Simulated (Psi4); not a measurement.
Psi4 input (wB97X-D/6-31G*):

```
memory 1500 MB

molecule {
1 2
C    -1.65691817   -0.79636213   -0.38564540
C    -0.52278099    0.04773370    0.19469952
C    -0.46619912    1.43026824   -0.45296424
C     0.80136404   -0.68756656    0.04906601
O     1.82004174    0.05445435    0.71634923
H    -2.61685148   -0.29235873   -0.26218020
H    -1.72504826   -1.77093654    0.10270601
H    -1.50946393   -0.96629567   -1.45591552
H    -0.69727634    0.17533522    1.26861938
H    -0.31107238    1.34253724   -1.53252840
H     0.35026452    2.02193010   -0.04104718
H    -1.40035727    1.97263530   -0.29401560
H     0.71345967   -1.69213926    0.48169695
H     1.04011140   -0.80010022   -1.01781706
H     2.66310579   -0.39068173    0.58875250
symmetry c1
no_reorient
no_com
}

set {
  basis 6-31G*
  reference uks
  scf_type pk
  dft_radial_points 99
  dft_spherical_points 590
  e_convergence 1e-8
  d_convergence 1e-7
  maxiter 150
}

e = energy('wb97x-d')
print_out(f'\nFINAL {e:.10f} DIPOLE {variable("CURRENT DIPOLE")[0]:.6f} {variable("CURRENT DIPOLE")[1]:.6f} {variable("CURRENT DIPOLE")[2]:.6f}\n')
```

Output:

```
   => Loading Basis Set <=

    Name: 6-31G*
    Role: ORBITAL
    Keyword: BASIS
    atoms 1-4  entry C          line   111 file 6-31gs.gbs
    atoms 5    entry O          line   145 file 6-31gs.gbs
    atoms 6-15 entry H          line    44 file 6-31gs.gbs

   => WB97X-D: Empirical Dispersion <=

    Chai and Head-Gordon Dispersion Correction
    Chai, J.-D.; Head-Gordon, M. (2010), J. Chem. Phys., 132: 6615-6620

        s6 =       1.000000

         ---------------------------------------------------------
                                   SCF
               by Justin Turney, Rob Parrish, Andy Simmonett
                          and Daniel G. A. Smith
                              UKS Reference
         ---------------------------------------------------------

  ==> Geometry <==

    Molecular point group: c1
    Full point group: C1

    Geometry (in Angstrom), charge = 1, multiplicity = 2:

       Center              X                  Y                   Z               Mass
    ------------   -----------------  -----------------  -----------------  -----------------
         C           -1.656918170000    -0.796362130000    -0.385645400000    12.000000000000
         C           -0.522780990000     0.047733700000     0.194699520000    12.000000000000
         C           -0.466199120000     1.430268240000    -0.452964240000    12.000000000000
         C            0.801364040000    -0.687566560000     0.049066010000    12.000000000000
         O            1.820041740000     0.054454350000     0.716349230000    15.994914619570
         H           -2.616851480000    -0.292358730000    -0.262180200000     1.007825032230
         H           -1.725048260000    -1.770936540000     0.102706010000     1.007825032230
         H           -1.509463930000    -0.966295670000    -1.455915520000     1.007825032230
         H           -0.697276340000     0.175335220000     1.268619380000     1.007825032230
         H           -0.311072380000     1.342537240000    -1.532528400000     1.007825032230
         H            0.350264520000     2.021930100000    -0.041047180000     1.007825032230
         H           -1.400357270000     1.972635300000    -0.294015600000     1.007825032230
         H            0.713459670000    -1.692139260000     0.481696950000     1.007825032230
         H            1.040111400000    -0.800100220000    -1.017817060000     1.007825032230
         H            2.663105790000    -0.390681730000     0.588752500000     1.007825032230

  Running in c1 symmetry.

  Rotational constants: A =      0.25419  B =      0.11761  C =      0.08886 [cm^-1]
  Rotational constants: A =   7620.34575  B =   3525.77003  C =   2663.91385 [MHz]
  Nuclear repulsion =  193.278623819659316

  Charge       = 1
  Multiplicity = 2
  Electrons    = 41
  Nalpha       = 21
  Nbeta        = 20

[...]
      67A      1.459234    68A      1.506777    69A      1.599214
      70A      1.612153    71A      1.691414    72A      1.761897
      73A      1.791563    74A      1.833843    75A      1.875811
      76A      1.892084    77A      1.918324    78A      2.008461
      79A      2.064400    80A      2.126417    81A      2.152323
      82A      2.165878    83A      2.193290    84A      2.264130
      85A      2.355457    86A      2.392508    87A      2.425937
      88A      2.559825    89A      2.641510    90A      2.703353
      91A      3.548096    92A      4.057616    93A      4.190936
      94A      4.218647    95A      4.461515

    Beta Occupied:

       1A    -19.637318     2A    -10.608760     3A    -10.506631
       4A    -10.463117     5A    -10.453918     6A     -1.431440
       7A     -1.118082     8A     -1.008719     9A     -0.958539
      10A     -0.891792    11A     -0.859085    12A     -0.794349
      13A     -0.768374    14A     -0.704592    15A     -0.696093
      16A     -0.654842    17A     -0.634279    18A     -0.612133
      19A     -0.595632    20A     -0.591492

    Beta Virtual:

      21A     -0.400646    22A     -0.073972    23A     -0.018746
      24A      0.020143    25A      0.025282    26A      0.052799
      27A      0.071818    28A      0.076456    29A      0.091174
      30A      0.097017    31A      0.120437    32A      0.125278
      33A      0.138886    34A      0.148182    35A      0.160271
      36A      0.389778    37A      0.400953    38A      0.417797
      39A      0.430717    40A      0.443267    41A      0.528869
      42A      0.556262    43A      0.581211    44A      0.613224
      45A      0.627779    46A      0.649445    47A      0.657973
      48A      0.713769    49A      0.750891    50A      0.764555
      51A      0.793181    52A      0.813931    53A      0.828287
      54A      0.834583    55A      0.855965    56A      0.867030
      57A      0.875411    58A      0.904619    59A      0.919810
      60A      0.936493    61A      1.068856    62A      1.175281
      63A      1.254149    64A      1.287625    65A      1.362528
      66A      1.429307    67A      1.466513    68A      1.537146
      69A      1.605971    70A      1.617657    71A      1.694341
      72A      1.770263    73A      1.801602    74A      1.840060
      75A      1.886546    76A      1.899216    77A      1.924442
      78A      2.011794    79A      2.074335    80A      2.132680
      81A      2.156935    82A      2.170754    83A      2.201387
      84A      2.278144    85A      2.359706    86A      2.396178
      87A      2.429995    88A      2.565974    89A      2.644337
      90A      2.709411    91A      3.573300    92A      4.060328
      93A      4.193015    94A      4.221072    95A      4.463295

    Final Occupation by Irrep:
              A
    DOCC [    20 ]
    SOCC [     1 ]
    NA   [    21 ]
    NB   [    20 ]

  @UKS Final Energy:  -233.21758392013936

   => Energetics <=

    Nuclear Repulsion Energy =            193.2786238196593160
    One-Electron Energy =                -688.5264836659162029
    Two-Electron Energy =                 285.0398378814879266
    DFT Exchange-Correlation Energy =     -23.0019966525225463
    Empirical Dispersion Energy =          -0.0075653028477992
    VV10 Nonlocal Energy =                  0.0000000000000000
    Total Energy =                       -233.2175839201393330

  UHF NO Occupations:
  HONO-2 :   19  A 1.9997023
  HONO-1 :   20  A 1.9989702
  HONO-0 :   21  A 1.0000000
  LUNO+0 :   22  A 0.0010298
  LUNO+1 :   23  A 0.0002977
  LUNO+2 :   24  A 0.0001876
  LUNO+3 :   25  A 0.0001521

Computation Completed

Properties will be evaluated at   0.000000,   0.000000,   0.000000 [a0]

Properties computed using the SCF density matrix

 Multipole Moments:

 ------------------------------------------------------------------------------------
     Multipole            Electronic (a.u.)      Nuclear  (a.u.)        Total (a.u.)
 ------------------------------------------------------------------------------------

 L = 1.  Multiply by 2.5417464519 to convert [e a0] to [Debye]
 Dipole X            :          1.6458907            0.0000004            1.6458911
 Dipole Y            :         -0.9233081            0.0000000           -0.9233081
 Dipole Z            :          0.0881354            0.0000001            0.0881356
 Magnitude           :                                                    1.8892388

 ------------------------------------------------------------------------------------

FINAL -233.2175839201 DIPOLE 1.645891 -0.923308 0.088136

*** Psi4 exiting successfully. Buy a developer a beer!
```

The dipole moment of an ion depends on the origin.

The geometry given is a B3LYP-D3(BJ)/def2-TZVP minimum of the species of charge 0 and multiplicity 1, not of this state.
